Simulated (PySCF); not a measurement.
dimethylsulfoxide (C2H6OS), singlet, geometry from GFN2-xTB; HF/6-31G*, polarisability in PySCF.

Here is a job for PySCF.
```python
from pyscf import gto, scf
from pyscf.prop import polarizability

mol = gto.Mole()
mol.atom = '''
    S    -0.006382    0.257897   -0.455835
    O    -0.012849    1.457810    0.378576
    C     1.370763   -0.798195    0.187247
    C    -1.350002   -0.827729    0.208628
    H     1.279876   -0.896771    1.263088
    H    -2.298108   -0.352210   -0.019971
    H     1.324893   -1.764772   -0.300458
    H     2.304614   -0.302248   -0.056141
    H    -1.290832   -1.793166   -0.279902
    H    -1.240103   -0.924125    1.282891
'''
mol.basis = '6-31g*'
mol.charge = 0
mol.spin = 0
mol.verbose = 4
mol.build()

mf = scf.RHF(mol)
mf.kernel()
alpha = mf.Polarizability().polarizability()[2, 2]
print('alpha_zz =', alpha)
```

**Question.** What does PySCF print? Leave out banner, timings and long lists.

**Answer.** 
```
site-packages/pyscf/prop/efg/rhf.py:45: UserWarning: Module EFG is under testing
  warnings.warn('Module EFG is under testing')
site-packages/pyscf/prop/efg/dhf.py:30: UserWarning: Module EFG is under testing
  warnings.warn('Module EFG is under testing')
site-packages/pyscf/prop/zfs/uhf.py:40: UserWarning: Module ZFS is under testing
  warnings.warn('Module ZFS is under testing')
site-packages/pyscf/prop/gtensor/uhf.py:43: UserWarning: Module g-tensor is under testing
  warnings.warn('Module g-tensor is under testing')
site-packages/pyscf/prop/gtensor/uks.py:41: UserWarning: Module g-tensor is under testing
  warnings.warn('Module g-tensor is under testing')
site-packages/pyscf/prop/hfc/uks.py:35: UserWarning: Module HFC is under testing
  warnings.warn('Module HFC is under testing')
site-packages/pyscf/prop/magnetizability/rhf.py:39: UserWarning: Module magnetizability is under testing
  warnings.warn('Module magnetizability is under testing')
site-packages/pyscf/prop/magnetizability/uhf.py:37: UserWarning: Module magnetizability is under testing
  warnings.warn('Module magnetizability is under testing')
site-packages/pyscf/prop/magnetizability/rks.py:37: UserWarning: Module magnetizability is under testing
  warnings.warn('Module magnetizability is under testing')
site-packages/pyscf/prop/magnetizability/uks.py:39: UserWarning: Module magnetizability is under testing
  warnings.warn('Module magnetizability is under testing')
site-packages/pyscf/prop/polarizability/uhf.py:34: UserWarning: Module polarizability is under testing
  warnings.warn('Module polarizability is under testing')
site-packages/pyscf/prop/polarizability/rks.py:29: UserWarning: Module polarizability is under testing
  warnings.warn('Module polarizability is under testing')
site-packages/pyscf/prop/polarizability/uks.py:29: UserWarning: Module polarizability is under testing
  warnings.warn('Module polarizability is under testing')
PySCF version 2.14.0

[INPUT] verbose = 4
[INPUT] num. atoms = 10
[INPUT] num. electrons = 42
[INPUT] charge = 0
[INPUT] spin (= nelec alpha-beta = 2S) = 0
[INPUT] symmetry False subgroup None
[INPUT] Mole.unit = angstrom
[INPUT] Symbol           X                Y                Z      unit          X                Y                Z       unit  Magmom
[...]
nuclear repulsion = 183.517465099765
number of shells = 38
number of NR pGTOs = 156
number of NR cGTOs = 72
basis = 6-31g*
ecp = {}

******** <class 'pyscf.scf.hf.RHF'> ********
method = RHF
initial guess = minao
damping factor = 0
level_shift factor = 0
DIIS = <class 'pyscf.scf.diis.CDIIS'>
diis_start_cycle = 1
diis_space = 8
diis_damp = 0
SCF conv_tol = 1e-09
SCF conv_tol_grad = None
SCF max_cycles = 50
direct_scf = True
direct_scf_tol = 1e-13
Set gradient conv threshold to 3.16228e-05
Initial guess from minao.
init E= -552.152955893287
[...]
cycle= 1 E= -551.396290312959  delta_E= 0.757  |g|= 0.738  |ddm|= 2.94
[...]
cycle= 2 E= -551.462478670704  delta_E= -0.0662  |g|= 0.579  |ddm|= 1.41
[...]
cycle= 3 E= -551.529949604835  delta_E= -0.0675  |g|= 0.0613  |ddm|= 0.642
[...]
cycle= 4 E= -551.531314971965  delta_E= -0.00137  |g|= 0.012  |ddm|= 0.0991
[...]
cycle= 5 E= -551.531377896554  delta_E= -6.29e-05  |g|= 0.00344  |ddm|= 0.0245
[...]
cycle= 6 E= -551.53138419993  delta_E= -6.3e-06  |g|= 0.000933  |ddm|= 0.00902
[...]
cycle= 7 E= -551.531384876493  delta_E= -6.77e-07  |g|= 0.000325  |ddm|= 0.00342
[...]
cycle= 8 E= -551.531384947373  delta_E= -7.09e-08  |g|= 0.000114  |ddm|= 0.0011
[...]
cycle= 9 E= -551.531384957345  delta_E= -9.97e-09  |g|= 2.88e-05  |ddm|= 0.000414
[...]
cycle= 10 E= -551.531384958141  delta_E= -7.96e-10  |g|= 8.86e-06  |ddm|= 0.000113
[...]
Extra cycle  E= -551.531384958207  delta_E= -6.59e-11  |g|= 4.68e-06  |ddm|= 2.19e-05
converged SCF energy = -551.531384958207
Isotropic polarizability 40.4609962378
Polarizability anisotropy 11.9261125907
alpha_zz = 32.67694736014364
```
